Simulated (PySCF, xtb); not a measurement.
C₄H₅NSi, SMILES C#C[SiH](N)C#C. One conformer was computed; it need not be the lowest.

Harmonic wavenumbers (cm⁻¹) from GFN2-xTB (xtb 6.7.1) at its own minimum, in rising order: 79, 129, 130, 177, 217, 268, 297, 322, 499, 593, 607, 655, 672, 679, 681, 688, 715, 827, 902, 1527, 2207, 2217, 2220, 3350, 3352, 3482, 3516.

**Question.** What does PBE-D3(BJ)/def2-SVP in PySCF give at its own minimum? (Estimate from the structure and the level; the computed values follow.)

**Answer.** 89, 131, 142, 190, 235, 323, 382, 392, 450, 575, 644, 692, 695, 695, 706, 715, 811, 847, 893, 1493, 2077, 2090, 2191, 3389, 3391, 3477, 3573. Paired by order, the mean absolute difference is 40 cm⁻¹ and the zero-point energies are 44.3 and 44.7 kcal/mol.
